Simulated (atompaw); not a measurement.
## silver: one change to a PAW (atompaw) potential, before and after

Ag (Z = 47), PAW, made with atompaw 4.2.0.5 (PBE, scalar-relativistic). Core [Ar] 3d10, reference 4s2 4p6 4d10 5s1 5p0. Waves: 4s (bound): rc 1.60 bohr; 5s (bound): rc 2.15 bohr; 4p (bound): rc 1.50 bohr; 5p (bound, empty): rc 1.65 bohr; 4d (bound): rc 2.15 bohr; 4d channel at -0.1 Ry: rc 2.15 bohr. Local part: bessel scheme, radius 2.05 bohr. Core correction: smooth core density matched at 2.00 bohr. Augmentation charge: gaussian compensation charge, radius 1.90 bohr; PAW radius 2.15 bohr; waves and projectors: custom rrkj vanderbiltortho.

All-electron outer shells of the reference configuration (PBE, scalar-relativistic, ld1.x):

| shell | level (eV) | outermost node (bohr) | outermost maximum (bohr) |
| --- | --- | --- | --- |
| 3p | -557.49 | 0.15 | 0.32 |
| 3d | -358.48 | – | 0.27 |
| 4s | -95.05 | 0.44 | 0.82 |
| 4p | -58.57 | 0.44 | 0.87 |
| 4d | -7.44 | 0.43 | 1.04 |
| 5s | -4.40 | 1.11 | 2.49 |
| 5p | -0.74 | 1.25 | 3.86 |

Change: local potential troulliermartins scheme with l = 3 at 0 Ry, radius 2.05 bohr.

Cutoffs: the cutoffs (Ry, on a coarse ladder) from which the occupation-weighted sum of valence levels, in a spherical-Bessel basis at the reference potential, stays within 10 and 1 mRy of its value at 400 Ry; they do not see the model core or the augmentation charge, which bear on the density cutoff.

Question: What does the change do?

Answer: The potential gets neither clearly harder nor softer (40 Ry and 70 Ry → 40 Ry and 70 Ry); the range in which the s phases agree narrows (upper end at the end of the scan → 3.9); the range in which the d phases agree narrows (upper end 3.4 → 2.2); neither file shows a bound ghost.

| quantity | base | changed |
| --- | --- | --- |
| cutoff, loose | 40 Ry | 40 Ry |
| cutoff, tight | 70 Ry | 70 Ry |
| bound ghosts | none | none |
| s: phases at 2.16 bohr within 0.05 rad from the reference energy up to (Ry; the scan ends near 5) | to the end of the scan | 3.9 |
| p: phases at 2.16 bohr within 0.05 rad from the reference energy up to (Ry; the scan ends near 5) | to the end of the scan | to the end of the scan |
| d: phases at 2.16 bohr within 0.05 rad from the reference energy up to (Ry; the scan ends near 5) | 3.4 | 2.2 |
| lowest overlap eigenvalue by channel | s 0.46, p 0.10, d 1.00 | s 0.36, p 0.05, d 1.00 |

 The cutoffs see the waves, projectors and local potential, not the compensation charge or the core.
